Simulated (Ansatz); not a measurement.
Ansatz (an electronic-structure program) input for H11NSi4, SMILES N[Si]([SiH3])([SiH3])[SiH3], CAM-B3LYP/def2-SVPD. Geometry optimised at r2SCAN-D4/def2-SVP. Other conformers were not sampled.

Ansatz 0.2 input:
```yaml
crystal:
  periodic: [false, false, false]
  atoms:
    - {symbol: N, position_ang: [2.11395717, -0.22781340, 0.00000004]}
    - {symbol: Si, position_ang: [0.37359546, -0.01078744, 0.00000000]}
    - {symbol: Si, position_ang: [-0.39773306, 2.22501974, -0.00000032]}
    - {symbol: Si, position_ang: [-0.49492988, -1.07004161, 1.90735460]}
    - {symbol: Si, position_ang: [-0.49492988, -1.07004215, -1.90735430]}
    - {symbol: H, position_ang: [2.62379970, 0.06855161, -0.82946424]}
    - {symbol: H, position_ang: [2.62379969, 0.06855184, 0.82946423]}
    - {symbol: H, position_ang: [0.09745698, 2.95829443, -1.20940884]}
    - {symbol: H, position_ang: [-1.89441369, 2.27961674, -0.00000032]}
    - {symbol: H, position_ang: [0.09745697, 2.95829477, 1.20940800]}
    - {symbol: H, position_ang: [-1.97069242, -0.83691554, 1.98252488]}
    - {symbol: H, position_ang: [-0.23738955, -2.54297608, 1.87619336]}
    - {symbol: H, position_ang: [0.13316352, -0.50845500, 3.14585811]}
    - {symbol: H, position_ang: [0.13316354, -0.50845588, -3.14585796]}
    - {symbol: H, position_ang: [-0.23738953, -2.54297661, -1.87619266]}
    - {symbol: H, position_ang: [-1.97069241, -0.83691609, -1.98252466]}
basis:
  gaussian:
    orbitals: def2-SVPD
hamiltonian:
  xc: {name: CAM-B3LYP}
```

Log of the run:

```
WARN ansatz: RAYON_NUM_THREADS=2 ignored (pool sized by the plan → 2); use --threads N
Functional definition: CAM-B3LYP
integrals: 0.23 GiB planned
1827 factors; their error is unknown
integrals: 0.25 GiB planned
878 factors; integrals over basis functions are off by at most 3.2e-6 eV
mean field: 2.16 GiB planned
mean field evaluation 1: about -33164.3849 eV, gradient 4.6e1 eV
mean field evaluation 2: about -33161.5965 eV, gradient 5.7e1 eV
mean field evaluation 4: about -33168.6935 eV, gradient 9.0e-1 eV
mean field evaluation 8: about -33168.8783 eV, gradient 1.9e-1 eV
mean field evaluation 16: about -33168.8783 eV, gradient 2.5e-5 eV
mean field -33168.87833394 eV, -1218.9337960992 hartree, gradient 2.5e-5 eV, S^2 0.000000; 0 other end points of the search recorded, 0 dependent functions left out
reference -33168.87851471 eV, -1218.9338027423 hartree; 37, 37 occupied and 167, 167 virtual orbitals, 1827 factors
Total energy: -33168.87851471 eV, -1218.9338027423 hartree
```

The calculation finished and met its thresholds.

Cost: very roughly 14 core-seconds.
